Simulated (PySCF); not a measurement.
C4H2ClF, SMILES C#C/C=C(\F)Cl. Geometry: PBE-D3(BJ)/def2-SVP. The structure was generated by enumeration; whether it is a known compound was not checked.

Calculation: PBE-D3(BJ)/def2-SVP run with PySCF.

Harmonic wavenumbers (cm⁻¹): 128, 131, 322, 385, 433, 478, 555, 593, 665, 777, 834, 1019, 1083, 1299, 1653, 2150, 3123, 3408. Rotational constants (GHz): 9.105, 1.467, 1.263; symmetry number 1.

**Question.** Work out the zero-point energy and the ideal-gas rigid-rotor harmonic-oscillator thermochemistry at 298.15 K and 1 atm.

**Answer.** ZPE = ½ Σ hcν = ½ × 19036 cm⁻¹ = 27.21 kcal/mol. H − E(el) = 31.66 kcal/mol. Entropy in cal/(mol K): translation 39.85, rotation 27.35, vibration 11.73, total 78.93. G − E(el) = 8.12 kcal/mol. Cp = 22.84 cal/(mol K). Modes under 150 cm⁻¹ make the vibrational entropy uncertain.
